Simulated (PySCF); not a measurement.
**Basis-set dependence of SI at CCSD**

PySCF, UHF reference; doublet, unpaired electrons π ↑; De to S + I without counterpoise correction. Frozen cores follow the default of each basis and core potential.

```tsv
basis	relativity	functions	Re (Å)	ωe (cm⁻¹)	De (eV)	frozen orbitals
def2-SVP	scalar-relativistic core potentials	44	2.381	365	1.54	9
cc-pV(D+d)Z/cc-pVDZ-PP	scalar-relativistic core potentials	46	2.374	371	1.56	9
x2c-TZVPPall	spin-free X2C	102	2.324	399	1.93	23
```

Task: How does each smaller set differ from the one with most functions, x2c-TZVPPall?

Result: def2-SVP: +5.7 pm, -8.5 % in ωe, -0.39 eV in De; cc-pV(D+d)Z/cc-pVDZ-PP: +5.0 pm, -7.0 % in ωe, -0.37 eV in De. All at CCSD; the set with most functions is neither the basis-set limit nor always the best. The rows treat relativity differently, so the differences are not basis effects alone.

Correlated steps freeze the inner cores (9 to 23 orbitals); shallow outer-core shells are correlated. Correlated levels converge slowly with the basis: in double zeta they bind strong bonds too weakly, by up to about 1 eV, and carry superposition errors of some tenths. Spin–orbit coupling is left out, which matters for elements this heavy, above all for dissociation energies. The state was picked by a PBE0 search and need not be the measured ground state.
